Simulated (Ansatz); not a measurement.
Input for Ansatz (a program for electronic structure): U-CCSD(T)/cc-pV(T+d)Z on AlClFH (SMILES [F][AlH][Cl]), a point of a bond scan (R = 3.111 Å). Files ending in .json are basis or fitting sets from the Basis Set Exchange.

Ansatz 0.2 input:
```yaml
crystal:
  periodic: [false, false, false]
  atoms:
    - {symbol: Al, position_ang: [-0.56121200, 0.17720720, -0.47070291]}
    - {symbol: H, position_ang: [-2.95035302, -0.91709976, -2.13567359]}
    - {symbol: F, position_ang: [-0.21592676, 1.78615354, -0.49600494]}
    - {symbol: Cl, position_ang: [0.64675761, -1.05936054, 0.69919827]}
basis:
  gaussian:
    orbitals: cc-pV_T+d_Z.json
correlation: {method: ccsd_t, electrons: outside_noble_gas}
scf: {omitted_lower_state_checks: [cluster_reference]}
magnetization: {spin_polarized: true, initial_magnetization: 0}
```

The log:

```
WARN ansatz: RAYON_NUM_THREADS=1 ignored (pool sized by the plan → 1); use --threads N
Functional definition: HF
these checks for a lower state are left out or cut short: cluster_reference
integrals: 0.31 GiB planned
733 factors; integrals over basis functions are off by at most 1.4e-3 eV
mean field: 0.36 GiB planned
mean field evaluation 1: about -21807.9185 eV, gradient 2.2e1 eV
mean field evaluation 2: about -21807.9191 eV, gradient 2.2e1 eV
mean field evaluation 4: about -21809.9161 eV, gradient 1.3e0 eV
mean field evaluation 8: about -21809.9416 eV, gradient 1.9e-4 eV
mean field evaluation 16: about -21811.4642 eV, gradient 1.5e-1 eV
mean field evaluation 32: about -21811.4645 eV, gradient 1.7e-6 eV
mean field -21811.46446822 eV, -801.5565348654 hartree, gradient 1.8e-6 eV, S^2 0.894905; 4 other end points of the search recorded, 0 dependent functions left out
11 core orbitals not correlated
reference -21811.46446822 eV, -801.5565348654 hartree; 9, 9 occupied and 102, 102 virtual orbitals, 733 factors
second order -13.43520214 eV of doubles, -0.00000000 eV of singles
coupled cluster: 0.74 GiB planned
cycle   1  -13.58698776 eV  change   -1.5e-1 eV  update   7.9e-2
cycle   2  -13.85723863 eV  change   -2.7e-1 eV  update   3.0e-2
cycle   3  -13.94896394 eV  change   -9.2e-2 eV  update   2.1e-2
cycle   4  -13.94749862 eV  change    1.5e-3 eV  update   1.4e-2
cycle   5  -13.95492866 eV  change   -7.4e-3 eV  update   1.3e-2
cycle   6  -13.98328231 eV  change   -2.8e-2 eV  update   1.1e-2
cycle   7  -14.02428106 eV  change   -4.1e-2 eV  update   9.4e-3
cycle   8  -14.06161741 eV  change   -3.7e-2 eV  update   6.3e-3
cycle   9  -14.07620600 eV  change   -1.5e-2 eV  update   3.2e-3
cycle  10  -14.07808927 eV  change   -1.9e-3 eV  update   1.6e-3
cycle  11  -14.08180169 eV  change   -3.7e-3 eV  update   7.1e-4
cycle  12  -14.08198771 eV  change   -1.9e-4 eV  update   3.0e-4
cycle  13  -14.08199153 eV  change   -3.8e-6 eV  update   1.4e-4
cycle  14  -14.08204766 eV  change   -5.6e-5 eV  update   5.5e-5
cycle  15  -14.08199490 eV  change    5.3e-5 eV  update   2.5e-5
cycle  16  -14.08197343 eV  change    2.1e-5 eV  update   1.2e-5
coupled cluster: 0.74 GiB planned
perturbative correction -0.55376771 eV, -0.0203505880 hartree
Total energy: -21826.10020936 eV, -802.0943884318 hartree
Checks for a lower state left out: cluster_reference
```

The run converged. Its determinant has ⟨S²⟩ = 0.89, a mixture of spin states.

Cost: very roughly 29 core-seconds.
